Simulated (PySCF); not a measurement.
## Computed properties of GeH, SMILES [GeH]

GeH, SMILES [GeH] (connectivity only; charge and spin as stated), charge +1, multiplicity 1. The structure is a stationary point at PBE0-D3(BJ)/def2-TZVPD. The spin state was assumed, not searched. One conformer was computed; it need not be the lowest. All values are computed for the isolated molecule unless a solvent is named; none is compared with measurement here.

**Structure.** The optimised structure has C∞v symmetry. All 1 harmonic modes at PBE0-D3(BJ)/def2-TZVPD (PySCF) are real, so it is a minimum.

**Vibrations.** The strongest infrared lines (harmonic, unscaled, degenerate partners summed) lie at 2018 cm⁻¹ (113 km/mol, H 99 %). The softest mode is at 2018 cm⁻¹ and the zero-point energy is 2.9 kcal/mol.

**Electronic structure.** B3LYP/def2-TZVPD (PySCF) places the frontier levels at -14.92 and -10.57 eV, a gap of 4.35 eV and a mean polarisability of 21.3 bohr³. PBE/def2-TZVPD (PySCF) at the same geometry gives -13.95 and -11.21 eV, so its gap is 1.61 eV narrower. An orbital gap is neither the optical nor the fundamental gap.

**Excitations.** TDA-B3LYP/def2-TZVPD (PySCF) has S1 at 3.28 eV (378 nm, f = 0.029, weak); the most intense of the 10 singlets computed lies at 12.11 eV (f = 2.04). Strengths of degenerate partners are summed. T1 (TDA) is at 2.20 eV, 1.08 eV under S1. TDA-PBE/def2-TZVPD (PySCF) puts S1 at 3.23 eV. No vertical singlet excitation falls in the visible range (under 3.1 eV).

**NMR.** GIAO shifts at PBE0/pcSseg-2 (PySCF) (non-relativistic, atoms alike by connectivity averaged): ¹H at 9.2 ppm against TMS.
